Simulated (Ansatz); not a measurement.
The cation of C3H3Cl2F3 (`FC(F)(F)CC(Cl)Cl`) at the neutral geometry.

```yaml
crystal:
  periodic: [false, false, false]
  atoms:
    - {symbol: F, position_ang: [-2.349840, 0.458364, -0.439344]}
    - {symbol: C, position_ang: [-1.186418, -0.194813, -0.551674]}
    - {symbol: F, position_ang: [-1.374926, -1.433624, -0.072096]}
    - {symbol: F, position_ang: [-0.918898, -0.306259, -1.851648]}
    - {symbol: C, position_ang: [-0.115519, 0.539229, 0.224970]}
    - {symbol: C, position_ang: [1.172264, -0.234171, 0.413652]}
    - {symbol: Cl, position_ang: [2.166923, 0.594312, 1.628231]}
    - {symbol: Cl, position_ang: [2.074577, -0.423471, -1.094544]}
    - {symbol: H, position_ang: [-0.536137, 0.741605, 1.211782]}
    - {symbol: H, position_ang: [0.080127, 1.493627, -0.265144]}
    - {symbol: H, position_ang: [0.987834, -1.234808, 0.795805]}
basis:
  gaussian: {orbitals: def2-QZVPP}
total_charge: 1
magnetization: {spin_polarized: true, initial_magnetization: 1}
correlation: {method: mp2}
scf: {omitted_lower_state_checks: [cluster_reference]}
```

```sh
$ ansatz run in.yaml --threads 2 --pin off --events-out ev --progress --plain --max-ram 32768MiB --backend cuda --devices 0, --max-vram 18GiB
```

Shortened log:

```
Functional definition: HF
3513 factors; integrals over basis functions are off by at most 8.7e-4 eV
mean field evaluation 1: about -36253.2578 eV, gradient 3.9e1 eV
mean field evaluation 2: about -36253.2626 eV, gradient 3.9e1 eV
mean field evaluation 4: about -36259.0852 eV, gradient 3.7e0 eV
mean field evaluation 8: about -36259.2914 eV, gradient 1.4e0 eV
mean field evaluation 16: about -36259.7891 eV, gradient 1.4e0 eV
mean field evaluation 32: about -36259.5993 eV, gradient 5.9e0 eV
mean field evaluation 64: about -36259.9116 eV, gradient 2.8e-1 eV
mean field evaluation 96: about -36259.8608 eV, gradient 1.1e0 eV
mean field evaluation 160: about -36259.9096 eV, gradient 3.1e-1 eV
mean field -36259.92867559 eV, -1332.5278009655 hartree, gradient 2.2e-6 eV, S^2 0.765606; 13 other end points of the search recorded, 0 dependent functions left out
16 core orbitals not correlated: weight in the atoms' cores, before any rotation towards them, 1.000 or more for the frozen orbitals, at most 0.000 for the correlated occupied ones
reference -36259.92867559 eV, -1332.5278009655 hartree; 25, 24 occupied and 531, 532 virtual orbitals, 3513 factors
second order -46.70969587 eV of doubles, -0.00000000 eV of singles
Total energy: -36306.63837146 eV, -1334.2443506278 hartree
Checks for a lower state left out: cluster_reference
```

Hardware: 2 threads of an AMD EPYC 7R13 on a shared host and a share of an NVIDIA H100 80 GB. Wall time 33 s, peak host memory 1.2 GiB.
